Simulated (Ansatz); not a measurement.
Cl4Te, charge -1, doublet, at a GFN2-xTB geometry (a state made from the parent by changing its charge; the spin is typed, not shown lowest) (all electrons, no relativity) (a gas-phase anion, which may not be bound at this level); PBE0/STO-3G (Ansatz, a first-principles code).

The Ansatz input:
Ansatz 0.2 input:
```yaml
crystal:
  periodic: [false, false, false]
  atoms:
    - {symbol: Te, position_ang: [0.00024344, -0.00520567, 0.19683257]}
    - {symbol: Cl, position_ang: [1.52359952, -1.93354330, -0.20364566]}
    - {symbol: Cl, position_ang: [1.93806377, 1.52729837, -0.11262876]}
    - {symbol: Cl, position_ang: [-1.52397184, 1.94150491, -0.09739239]}
    - {symbol: Cl, position_ang: [-1.93843609, -1.51933676, -0.18840929]}
basis:
  gaussian:
    orbitals: STO-3G
hamiltonian:
  xc: pbe0
total_charge: -1
magnetization: {spin_polarized: true, initial_magnetization: 1}
accuracy: high
```

Problem. Predict the main parts of the log of this Ansatz run.

Solution. 
```
Functional definition: PBE0
1078 factors; integrals over basis functions are off by at most 5.7e-9 eV
mean field evaluation 1: about -227735.9016 eV, gradient 1.4e1 eV
mean field evaluation 2: about -227737.1923 eV, gradient 1.2e1 eV
mean field evaluation 4: about -227738.9705 eV, gradient 1.4e-1 eV
mean field evaluation 8: about -227739.0161 eV, gradient 3.1e-3 eV
mean field evaluation 16: about -227739.0161 eV, gradient 6.9e-8 eV
mean field -227739.01606528 eV, -8369.2544733497 hartree, gradient 5.5e-8 eV, S^2 0.753496; 0 other end points of the search recorded, 0 dependent functions left out
reference -227739.01606689 eV, -8369.2544734088 hartree; 61, 60 occupied and 2, 3 virtual orbitals, 1078 factors
Total energy: -227739.01606689 eV, -8369.2544734088 hartree
```
